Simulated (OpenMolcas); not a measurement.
What dynamic correlation does to the levels of Co+

```json
{
  "Program": "OpenMolcas",
  "Basis": "ANO-RCC-VTZP [6s5p3d2f1g]",
  "Scalar Hamiltonian": "DKH2, point nucleus",
  "Active space": "8 electrons in 9 orbitals (RAS2 3d 4s; RAS3 4p, at most 2 electrons)",
  "State averaging": "2S+1 = 3 even, 55 roots; 2S+1 = 5 even, 10 roots kept (CI in the orbitals of an earlier block); 2S+1 = 1 even, 49 roots kept (CI in the orbitals of an earlier block); 2S+1 = 3 odd, 21 roots; 2S+1 = 5 odd, 22 roots kept (CI in the orbitals of an earlier block); 2S+1 = 1 odd, 9 roots kept (CI in the orbitals of an earlier block, 0 in the spin-orbit step)",
  "Spin-orbit coupling": "state interaction with AMFI integrals over the reference wave functions, term energies averaged over their components"
}
```

Methods on the same reference wave functions:
A. RASSCF
B. SS-RASPT2, IPEA 0.25 Eh, imaginary shift 0.1 Eh (closed shells correlated: 3s 3p)
C. MS-RASPT2, IPEA 0.25 Eh, imaginary shift 0.1 Eh (closed shells correlated: 3s 3p)

Energies in cm⁻¹ above 3d⁸ ³F₄, the measured ground level; measured values from NIST Handbook of Basic Atomic Spectroscopic Data.

```
               Level       A      B      C  Measured
          3d⁷ 4s ⁵F₅  -22215   1569   1575      3350
          3d⁷ 4s ⁵F₄  -21553   2230   2240      4029
          3d⁷ 4s ⁵F₃  -21031   2750   2760      4561
          3d⁷ 4s ⁵F₂  -20645   3140   3140      4950
          3d⁷ 4s ⁵F₁  -20392   3390   3400      5205
       3d⁷ 4s ³F₄(1)  -14200   8300   8300          
       3d⁷ 4s ³F₃(1)  -13309   9190   9190          
3d⁷ 4s ³F₂(1) [65 %]  -12681   9800   9910          
          3d⁷ 4s ⁵P₃   -3866  16520  16520          
          3d⁷ 4s ⁵P₂   -3587  16760  16790          
          3d⁷ 4s ⁵P₁   -3268  17100  17120          
          3d⁷ 4s ³G₅   -1952  19680  19680          
          3d⁷ 4s ³G₄   -1575  20050  20070          
          3d⁷ 4s ³G₃   -1188  20440  20450          
             3d⁸ ³F₄     0.0    0.0    0.0       0.0
             3d⁸ ³F₃    1060   1063   1064       950
             3d⁸ ³F₂    1797   1784   1769      1597
          3d⁷ 4s ¹G₄    2260  23130  23560          
3d⁷ 4s ³P₂(1) [54 %]    3511  22380  22810          
          3d⁷ 4s ³H₆    4211  25760  25760          
3d⁷ 4s ³P₂(2) [60 %]    4282  23290  23410          
          3d⁷ 4s ³H₅    4556  26100  26100          
          3d⁷ 4s ³H₄    4977  26490  26510          
          3d⁷ 4s ³D₃    5915  26010  26010
```

A puts 3d⁷ 4s ⁵F₅ lowest.

Deviations, from unrounded energies. A percentage is the sum of absolute deviations over the sum of measured energies, with the sign that they share, or ± where signs differ.

| Against measurement | Levels | A | B | C |
| --- | --- | --- | --- | --- |
| mean absolute deviation (cm-1) | 7 | 18000 | 1300 | 1300 |
| fine structure of the ground term (%) | 2 | +12.2 | +11.8 | +11.2 |
| other configurations (%) | 5 | -579.0 | -40.8 | -40.7 |

B, C lie about equally close to measurement and A furthest from it. The largest miss of C in the table is 3d⁷ 4s ⁵F₁, by -1800 cm-1. The ranking rests on the paired levels alone, and a cruder setting can come out closer through cancelling errors.

Between B and C the level of the table that moves most is 3d⁷ 4s ³P₂(1) [54 %], by 420 cm-1 (lowest in B, highest in C). Moves below CASPT2's spread within the term are not significant.

The two smallest mean deviations differ by little beside CASPT2's spread within terms, so their order carries little weight.

The lowest spin-free term lies below A's lowest term by 0.540 hartree in B, 0.540 hartree in C.

Term energies are means over components that CASPT2 splits; among the terms shown or strongly mixed into the levels shown the widest spread is 3400 cm-1 (3d⁸ ³F, C). Some high roots are left out of the spin-orbit mixing, which shifts the levels that they would mix with. Terms from blocks run as CI alone lack orbitals of their own. A single d shell beside an s shell can misplace configurations of different d count against each other. Without dynamic correlation excited terms often stand tens of per cent too high (terms of higher spin than the ground term too low), and those without a measured partner can miss by more than the paired ones (holds for A). The lowest computed level is not the ground level that NIST lists (3F4) (holds for A). The CASPT2 spread within a term exceeds the gap to the next term for 3d⁸ ³F and 3d⁷ 4s ⁵F, 3d⁷ 4s ³F(1) and 3d⁸ ¹D, 3d⁷ 4s ³P(1) and 3d⁷ 4s ¹G and others, so the order of their levels is uncertain, and so are names and mixing where such terms share a J (holds for C). Measured partners are found by configuration, term and J. A level has none where our copy of the source lacks it or the pairing is in doubt (some pairs that miss far off the trend of their configuration count as doubtful), and it then counts in no deviation. Levels of configurations outside the active space are missing. Levels that lie high or do not pair safely by name in every column are left out.

A share in square brackets marks a mixed level and gives the weight of the term that names it, the lowest over the columns. A number in round brackets counts repeated terms of one configuration in the order of the reference energies.
